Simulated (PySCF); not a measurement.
Species: C8H12Si.
Numbering: `[CH2:1]=[CH:2][C:3]1=[CH:4][SiH2:5][C@H:6]2[CH2:7][C@@H:8]1[CH2:9]2`

Geometry (GFN2-xTB, Å), atoms numbered from 1 in this order:
```xyz
21
C8H12Si angstrom
C      2.3126    2.1678    0.2190
C      2.0742    0.9992   -0.3682
C      0.8700    0.1875   -0.2935
C      0.8081   -0.9791   -0.9622
Si    -0.7360   -2.0381   -0.8773
C     -1.7513   -0.9156    0.2666
C     -0.8374   -0.4966    1.4281
C     -0.3106    0.6325    0.5224
C     -1.6271    0.5188   -0.2690
H      3.2535    2.6736    0.0835
H      1.6017    2.6715    0.8511
H      2.8536    0.5699   -0.9880
H      1.6657   -1.2876   -1.5459
H     -1.3785   -2.1889   -2.1883
H     -0.4799   -3.3433   -0.2564
H     -2.7527   -1.2549    0.5291
H     -0.1020   -1.2191    1.7807
H     -1.3924   -0.1061    2.2811
H     -0.1277    1.5881    1.0096
H     -1.5574    0.6533   -1.3481
H     -2.3953    1.1841    0.1252
```

Probes without a nucleus sit at each ring's centroid and 1 Å off its mean plane on both sides; NICS is minus the shielding there, NICSzz its component along the normal. Level: GIAO PBE0/pcSseg-1 (PySCF, non-relativistic, gas phase) on the GFN2-xTB geometry, one conformer.

Ring bond lengths (Å), with Mayer bond orders in brackets: C3–C4 1.346 (1.81), C4–Si5 1.874 (0.89), Si5–C6 1.897 (0.88), C6–C7 1.536 (0.97), C7–C8 1.540 (0.97), C8–C3 1.503 (0.96); C6–C7 1.536 (0.97), C7–C8 1.540 (0.97), C8–C9 1.540 (0.97), C9–C6 1.536 (0.97).

Q: Give the NICS values of each ring in ppm.

A: 
```
              ring                                                      type  NICS(0)  NICS(1), two faces  NICS(1)zz, two faces  rms pucker (Å)  centre to ring atoms, mean (Å)
C3–C4–Si5–C6–C7–C8  6-membered ring with Si; formal bonds 1 double, 5 single      1.1         -4.3 / -1.6            -1.1 / 1.5            0.33                            1.51
       C6–C7–C8–C9            4-membered carbocycle; formal bonds all single     -0.4          1.0 / -0.5            -1.8 / 2.7            0.16                            1.08
```

Q: What do they say, and how far can they be read as aromaticity?

A: 
- C3–C4–Si5–C6–C7–C8: mean NICS(1)zz 0.2 ppm, near zero. Si5, C6, C7, C8 have four or more neighbours; no verdict on aromaticity is drawn.
- C6–C7–C8–C9: mean NICS(1)zz 0.4 ppm, near zero. C6, C7, C8, C9 have four or more neighbours; no verdict on aromaticity is drawn. The two faces differ by 4.5 ppm, so no symmetry operation interchanges them.

Q: At the second NICS(1) probe listed for ring C6–C7–C8–C9, 1 Å off the ring, what do the in-plane components average?

A: The isotropic value is a third of the trace: (3 × -0.5 − (2.7))/2 = -2.1 ppm.

Q: How shielded are the nuclei of the rings and their hydrogens (means over atoms taken as equivalent)?

A: 
| atoms | environment | σ isotropic (ppm) | principal values of the symmetric part, first atom (ppm) |
| --- | --- | --- | --- |
| C3 | fully substituted alkene carbon | 9.5 | -111.3, -10.6, 150.3 |
| C4 | alkene CH carbon | 62.0 | -41.0, 62.1, 164.9 |
| Si5 | SiH2 silicon | 394.3 | 368.1, 385.9, 429.0 |
| C6 | sp3 carbon bound to silicon | 170.0 | 148.6, 178.8, 182.6 |
| C7 (×2) | four-membered-ring carbon | 151.0 | 134.0, 154.6, 164.6 |
| C8 | sp3 carbon at a ring junction | 154.4 | 140.7, 150.7, 171.7 |
| H13 | vinylic hydrogen | 25.97 | 24.8, 24.9, 28.1 |
| H14 (×2) | Si–H hydrogen | 27.12 | 24.1, 24.6, 32.7 |
| H16 | methine hydrogen | 29.86 | 25.3, 27.2, 37.1 |
| H17 (×2) | methylene hydrogen | 30.07 | 26.4, 27.9, 35.9 |
| H18 (×2) | methylene hydrogen | 29.02 | 26.1, 26.7, 34.3 |
| H19 | methine hydrogen | 28.76 | 22.8, 27.8, 35.7 |
